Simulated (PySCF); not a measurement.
Be(iPr)(SeH) (C3H8BeSe), SMILES C[CH](C)[Be][SeH]. Atoms are numbered in the order given.

```xyz
13

Be    -0.2777    -0.1345     0.0365
C     -1.5500    -1.0435    -0.6077
C     -1.1236    -2.4692    -1.0077
C     -2.2605    -0.3332    -1.7761
H     -2.2886    -1.1400     0.2166
H     -1.9846    -3.0622    -1.3669
H     -0.3821    -2.4556    -1.8256
H     -0.6718    -3.0225    -0.1673
H     -2.6340     0.6655    -1.4941
H     -3.1260    -0.9182    -2.1375
H     -1.5846    -0.1974    -2.6385
Se     1.2592     0.9618     0.8091
H      0.5740     1.0420     2.1063
```

Geometry: ωB97X-D3(BJ)/def2-SVP. Other conformers were not sampled.

Two levels are set side by side: PBE/pcSseg-1 (PySCF) and HF/pcSseg-1 (PySCF). GIAO shifts against Me2Se (⁷⁷Se), TMS (¹H), TMS (¹³C) at the same level; non-relativistic, no solvent, atoms listed together averaged. Differences are taken from unrounded values.

```json
[
 {"quantity": "δ(¹³C) of C2 (ppm)", "PBE": "20.1"},
 {"quantity": "δ(¹³C) of C3, C4 (ppm)", "PBE": "22.7"},
 {"quantity": "δ(¹H) of H5 (ppm)", "PBE": "0.69"},
 {"quantity": "δ(⁷⁷Se) of Se12 (ppm)", "PBE": "-541.1"},
 {"quantity": "δ(¹H) of H13 (ppm)", "PBE": "0.29"}
]
```

### Question
These are the PBE values. What does HF give? (Estimate from the structure and the level; the computed values follow.)

### Answer

| quantity | HF | PBE minus HF |
|---|---|---|
| δ(¹³C) of C2 (ppm) | 11.4 | 8.7 |
| δ(¹³C) of C3, C4 (ppm) | 20.5 | 2.3 |
| δ(¹H) of H5 (ppm) | 0.12 | 0.57 |
| δ(⁷⁷Se) of Se12 (ppm) | -380.3 | -160.8 |
| δ(¹H) of H13 (ppm) | 0.57 | -0.27 |

Rough cost on one machine, each run with all the roots and properties that it gave: HF against PBE within a factor of 2.
